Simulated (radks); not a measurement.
Results of a calculation; reference values are marked as such.
Polarisability of the argon ion Ar6+, [Ne] 3s2, at imaginary frequency. Level of theory: non-relativistic Kohn-Sham, LB94 model potential, spin-unpolarised, spherical densities, point nucleus (a radial shooting solver on a logarithmic mesh with Libxc functionals). Response by self-consistent Sternheimer equations with the Hartree and adiabatic LDA kernel.

w (hartree)  alpha1(iw) (bohr^3)  alpha2(iw) (bohr^5)
0.00266                    1.964                1.715
0.0143                     1.964                1.715
0.0360                     1.960                1.714
0.0697                     1.949                1.712
0.118                      1.921                1.706
0.186                      1.861                1.692
0.280                      1.745                1.663
0.413                      1.545                1.607
0.605                      1.248                1.500
0.892                     0.8873                1.313
1.35                      0.5456                1.025
2.12                      0.2932               0.6690
3.59                      0.1420               0.3404
6.94                     0.06250               0.1220
17.5                     0.01963              0.02457

Static values: alpha1 = 1.964 bohr^3 (0.2911 angstrom^3; uncoupled 3.277), alpha2 = 1.715 bohr^5, alpha3 = 2.408 bohr^7. C6 = 2.406, C8 = 14.21, triple-dipole C9 = 3.435 atomic units. One-pole (London) frequency 4 C6 / (3 alpha1^2) = 0.831 hartree, against 4.591 for minus the highest occupied eigenvalue.
